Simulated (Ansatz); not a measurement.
Stepwise substitution at one centre (Al OH-H). Gas-phase values, no solvent. One relaxed conformer stands for each flexible species; it need not be the lowest. Strings in code marks are SMILES.

Quantity: redistribution energy (mixed species minus the weighted end members), in kcal/mol.

Case: 2 of 3 OH replaced by H: `[OH][AlH2]`. The other species in the difference include `[OH][Al]([OH])[OH]` (neutral, multiplicity 1). Geometry of `[OH][AlH2]` (neutral, multiplicity 1, Å):

```xyz
5

O      1.1620     0.3234    -0.0114
Al    -0.5101     0.0732     0.0076
H      1.8254    -0.3651    -0.0285
H     -1.0787    -1.3957    -0.0019
H     -1.3986     1.3642     0.0342
```

Task: What is the computed redistribution energy (mixed species minus the weighted end members) (frozen-core CCSD(T)/cc-pVTZ // CAM-B3LYP-D3(BJ)/def2-TZVP (Ansatz, a first-principles code))?

Result: -0.90 kcal/mol.
